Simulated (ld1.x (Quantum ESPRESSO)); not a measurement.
# What the settings do to the TM potential of vanadium (V)

Base potential:

vanadium (V), norm-conserving Troullier–Martins (Kleinman–Bylander form), made with ld1.x (Quantum ESPRESSO) 7.5 (PBE, scalar-relativistic). Core [Ne] 3s2, reference 3p6 3d2 4s0 4p0 (charge +3). Waves: 4s (bound, empty): rc 1.85 bohr; 3p (bound): rc 1.65 bohr; 3d (bound): rc 1.30 bohr. Local part: all-electron potential smoothed inside 1.70 bohr (lloc = -1). Core correction: a·sin(br)/r model core inside 1.05 bohr.

Cutoffs, loose and tight: the cutoffs (Ry, on a coarse ladder) from which the occupation-weighted sum of valence levels, in a spherical-Bessel basis at the reference potential, stays within 10 and 1 mRy of its value at 400 Ry. They do not see the model core or the augmentation charge, which bear on the density cutoff. Test errors are all-electron minus pseudo excitation energies from the reference, over the configurations 3p6 3d3 4s2 4p0; 3p6 3d3 4s1 4p0; 3p6 3d3 4s0 4p0; 3p6 3d2 4s2 4p0; 3p5 3d3 4s2 4p0; 3p6 3d4 4s1 4p0; 3p6 3d3 4s1 4p1. A dash means not determined; rows that change the core or the reference have their own tests. The largest error is taken over the tests solved by every variant that gives reliable tests at all: 3p5 3d3 4s2 4p0; 3p6 3d2 4s2 4p0; 3p6 3d3 4s0 4p0; 3p6 3d3 4s1 4p0.

A true bound ghost makes a file unfit for plane-wave use even where its test errors are small: the radial tests pick states by their node count and pass the ghost by. Where a test does run into it, the solver fails or the error is huge.

| change | outcome | cutoff, loose | cutoff, tight | bound ghosts | largest test error (meV) |
| --- | --- | --- | --- | --- | --- |
| base | generated | 110 Ry | 140 Ry | s | -430 |
| core correction a·sin(br)/r model core inside 0.64 bohr | generated | 110 Ry | 140 Ry | s | -452 |
| core correction a·sin(br)/r model core inside 0.80 bohr | generated | 110 Ry | 140 Ry | s | -441 |
| core correction a·sin(br)/r model core inside 0.94 bohr | generated | 110 Ry | 140 Ry | s | -436 |
| core correction a·sin(br)/r model core inside 1.16 bohr | generated | 110 Ry | 140 Ry | s | -423 |
| core correction a·sin(br)/r model core inside 1.32 bohr | generated | 110 Ry | 140 Ry | s | -413 |
| core correction a·sin(br)/r model core inside 1.50 bohr | generated | 110 Ry | 140 Ry | s | -413 |

(1) What comes out with this change to the base: core correction none?

Results:

(1) outcome: generated; cutoff, loose: 110 Ry; cutoff, tight: 140 Ry; bound ghosts: s; largest test error (meV): -371.
